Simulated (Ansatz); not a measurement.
## Forces away from equilibrium

SiClF2 (SMILES F[Si-](F)Cl) (charge -1), singlet, at a frame of a short PBE0-D4/def2-SVPD trajectory.

F1  (1.315, 0.145, 0.880)
Si2  (0.333, -0.480, -0.397)
F3  (-0.903, -1.108, 0.558)
Cl4  (-0.728, 1.439, -1.042)
(Å)

Program: Ansatz 0.2.0. Basis: def2-TZVPPD. Cores are frozen in the correlated methods.

CCSD(T) forces from the calculation:
```tsv
atom	Fx	Fy	Fz (eV/Å)
F1	-0.951	-0.341	-0.957
Si2	0.326	0.132	0.999
F3	0.485	0.411	-0.301
Cl4	0.141	-0.202	0.259
```

**Question.** Which atom feels the largest CCSD(T) force, and how large is it?

**Answer.** F1, 1.39 eV/Å, along (-0.68, -0.24, -0.69).

Root-mean-square difference of the force components from those of CCSD(T): PBE-D4 0.314; r2SCAN-D4 0.031; PBE0-D4 0.030; wB97M-V 0.077 eV/Å.

The T1 diagnostic stays at or below 0.014. These are differences at one structure, and CCSD(T) in triple zeta is itself an approximation.

For scale, one of the runs: CCSD(T)/def2-TZVPPD forces, 179 basis functions, launched by `ansatz run in.yaml --threads 2 --pin off --events-out ev --progress --plain --max-ram 3481MiB`. Hardware: 2 CPU threads of an Arm Neoverse V1, shared host. Wall time 5.1 min; peak host memory 2.9 GiB.
